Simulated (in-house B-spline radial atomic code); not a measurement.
A fraction x of an electron is removed from 4p in the rubidium ion Rb³⁺, starting from [Ar] 3d10 4s2 4p4 and keeping the highest spin. Level of theory: scalar-relativistic (X2C) r2SCAN, spin-polarised, spherical fractional occupations, Fermi nucleus of rms radius 4.2036 fm; calculated with an all-electron radial atomic-structure program (B-spline basis).

| x | E(x) - E(0) (eV) | 4p down level (eV) |
| --- | --- | --- |
| 0 | 0.0000 | -45.495 |
| 0.1 | 4.6098 | -46.700 |
| 0.23 | 10.7827 | -48.267 |
| 0.3 | 14.1909 | -49.111 |
| 0.43 | 20.6770 | -50.674 |
| 0.5 | 24.2536 | -51.514 |
| 0.53 | 25.8044 | -51.873 |
| 0.63 | 31.0515 | -53.067 |
| 0.81 | 40.7951 | -55.189 |
| 0.9 | 45.8090 | -56.229 |
| 1 | 51.4893 | - |

The exact functional would give a straight line between the two integer points. Deviations E(x) - E(0) - x[E(1) - E(0)], in eV: -0.539 at x = 0.1, -1.06 at x = 0.23, -1.256 at x = 0.3, -1.463 at x = 0.43, -1.491 at x = 0.5, -1.485 at x = 0.53, -1.387 at x = 0.63, -0.911 at x = 0.81, -0.531 at x = 0.9.

The curve lies below the straight line by up to 1.491 eV (at x = 0.5): convex, the delocalisation error that favours fractional charges.

(1) How well does Slater's transition state (minus the level at half occupation) give the ionisation energy?

## Answers

(1) It gives 51.514 eV against 51.489 eV from the two total energies; NIST lists 52.20 eV, ground level to ground level.
